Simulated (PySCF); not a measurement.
Isomers of C8H8, mass 104.063 u with the commonest isotopes. Level of theory: PBE0-D3(BJ)/def2-SVP geometry optimisation, gas phase in PySCF 2.14.0. One conformer each, none proved a minimum here; rigid rotors.

Task: Order these by out-of-plane moment Σ m c² = (Ia + Ib − Ic)/2, smallest first.
A. `C=CC#CC=C1CC1`
B. `[CH:1]1=[CH:2]\[CH:3]=[CH:4]/[CH:5]=[CH:6]\[CH:7]=[CH:8]/1` with C1–C2–C3–C4 55°, C3–C4–C5–C6 -55°, C5–C6–C7–C8 55°, C2–C1–C8–C7 -55°
C. `[CH:1]#[C:2][CH:3]=[C:4]=[CH:5][CH2:6][CH:7]=[CH2:8]` with C4–C5–C6–C7 116°, C5–C6–C7–C8 116°

Result: A (3.42 u·Å²), C (14.49 u·Å²), B (21.47 u·Å²).

Task: Order these by rotational constant A, smallest first.
A. `C=CC#CC=C1CC1`
B. `[CH:1]#[C:2][CH:3]=[C:4]=[CH:5][CH2:6][CH:7]=[CH2:8]` with C4–C5–C6–C7 116°, C5–C6–C7–C8 116°
C. `[CH:1]1=[CH:2]\[CH:3]=[CH:4]/[CH:5]=[CH:6]\[CH:7]=[CH:8]/1` with C1–C2–C3–C4 55°, C3–C4–C5–C6 -55°, C5–C6–C7–C8 55°, C2–C1–C8–C7 -55°

Result: C (2702 MHz), A (6589 MHz), B (10815 MHz).

Task: Order these by rotational constant B, largest first.
A. `[CH:1]#[C:2][CH:3]=[C:4]=[CH:5][CH2:6][CH:7]=[CH2:8]` with C4–C5–C6–C7 116°, C5–C6–C7–C8 116°
B. `[CH:1]1=[CH:2]\[CH:3]=[CH:4]/[CH:5]=[CH:6]\[CH:7]=[CH:8]/1` with C1–C2–C3–C4 55°, C3–C4–C5–C6 -55°, C5–C6–C7–C8 55°, C2–C1–C8–C7 -55°
C. `C=CC#CC=C1CC1`

Result: B (2698 MHz), C (793.8 MHz), A (660.4 MHz).

| SMILES | point group | Ia (u·Å²) | Ib (u·Å²) | Ic (u·Å²) | κ | μa (D) | μb (D) | μc (D) |
| --- | --- | --- | --- | --- | --- | --- | --- | --- |
| C1=C\C=C/C=C\C=C/1 | D2d | 187.02 | 187.28 | 331.36 | 0.99 | 0.00 | 0.00 | 0.00 |
| C#CC=C=CCC=C | C1 | 46.73 | 765.31 | 783.06 | -1.00 | 0.88 | 0.04 | 0.01 |
| C=CC#CC=C1CC1 | near Cs | 76.70 | 636.62 | 706.47 | -0.97 | 0.74 | 0.47 | 0.00 |
